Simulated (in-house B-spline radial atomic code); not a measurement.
## How G0W0 and RPA depend on the start: Mg²⁺

Configuration [He] 2s2 2p6. Computed with a B-spline radial code for spherical atoms: all electrons, non-relativistic, point nucleus, each spin shell either full or empty, empty states to l = 9 with an (l + 1/2)⁻⁴ tail; G0W0 by contour deformation at full frequency.

```json
{"start": "Hartree-Fock", "mean-field 2p (eV)": "-81.80", "G0W0 (eV)": "-80.58", "QP weight": "0.969", "RPA correlation (Eh)": "-0.53949"}
{"start": "LDA VWN5", "mean-field 2p (eV)": "-66.86", "G0W0 (eV)": "-79.93", "QP weight": "0.937", "RPA correlation (Eh)": "-0.60797"}
{"start": "PBE", "mean-field 2p (eV)": "-66.72", "G0W0 (eV)": "-79.73", "QP weight": "0.936", "RPA correlation (Eh)": "-0.60683"}
{"start": "PBE0", "mean-field 2p (eV)": "-70.78", "G0W0 (eV)": "-80.04", "QP weight": "0.949", "RPA correlation (Eh)": "-0.58768"}
{"start": "r2SCAN", "mean-field 2p (eV)": "-68.01", "G0W0 (eV)": "-79.74", "QP weight": "0.945", "RPA correlation (Eh)": "-0.59378"}
{"start": "HSE06", "mean-field 2p (eV)": "-70.34", "G0W0 (eV)": "-80.00", "QP weight": "0.948", "RPA correlation (Eh)": "-0.58939"}
{"start": "B3LYP (VWN-RPA)", "mean-field 2p (eV)": "-70.18", "G0W0 (eV)": "?", "QP weight": "?", "RPA correlation (Eh)": "?"}
{"start": "SCAN", "mean-field 2p (eV)": "-68.07", "G0W0 (eV)": "-79.67", "QP weight": "0.945", "RPA correlation (Eh)": "-0.59302"}
{"start": "TPSS", "mean-field 2p (eV)": "-67.06", "G0W0 (eV)": "-79.69", "QP weight": "0.939", "RPA correlation (Eh)": "-0.60172"}
{"start": "BHandHLYP", "mean-field 2p (eV)": "-74.87", "G0W0 (eV)": "-80.25", "QP weight": "0.957", "RPA correlation (Eh)": "-0.57102"}
{"start": "CAM-B3LYP", "mean-field 2p (eV)": "-72.21", "G0W0 (eV)": "-80.20", "QP weight": "0.952", "RPA correlation (Eh)": "-0.58469"}
{"start": "LC-wPBE", "mean-field 2p (eV)": "-72.58", "G0W0 (eV)": "-80.37", "QP weight": "0.954", "RPA correlation (Eh)": "-0.58409"}
{"start": "wB97X", "mean-field 2p (eV)": "-72.83", "G0W0 (eV)": "-80.16", "QP weight": "0.956", "RPA correlation (Eh)": "-0.57971"}
{"start": "PBEsol", "mean-field 2p (eV)": "-66.59", "G0W0 (eV)": "-79.83", "QP weight": "0.936", "RPA correlation (Eh)": "-0.60686"}
{"start": "BLYP", "mean-field 2p (eV)": "-66.75", "G0W0 (eV)": "-79.68", "QP weight": "0.935", "RPA correlation (Eh)": "-0.60786"}
{"start": "r2SCAN0", "mean-field 2p (eV)": "-71.71", "G0W0 (eV)": "?", "QP weight": "?", "RPA correlation (Eh)": "?"}
{"start": "LDA exchange-only", "mean-field 2p (eV)": "-64.93", "G0W0 (eV)": "-80.04", "QP weight": "0.932", "RPA correlation (Eh)": "-0.60844"}
```

Problem. What G0W0 level, weight and RPA correlation energy follow from the B3LYP (VWN-RPA) start?

Solution. G0W0 level -79.96 eV, weight 0.946, RPA correlation -0.59232 hartree.

Problem. What G0W0 level, weight and RPA correlation energy follow from the r2SCAN0 start?

Solution. G0W0 level -80.00 eV, weight 0.953, RPA correlation -0.57932 hartree.

Problem. How much of the dependence on the start does G0W0 remove?

Solution. The mean-field levels span 16.9 eV and the G0W0 levels 0.91 eV. Against 80.144 eV (NIST, measured) the G0W0 removal energies are off by -0.47 to +0.44 eV, with relativity, Breit and QED terms left out.
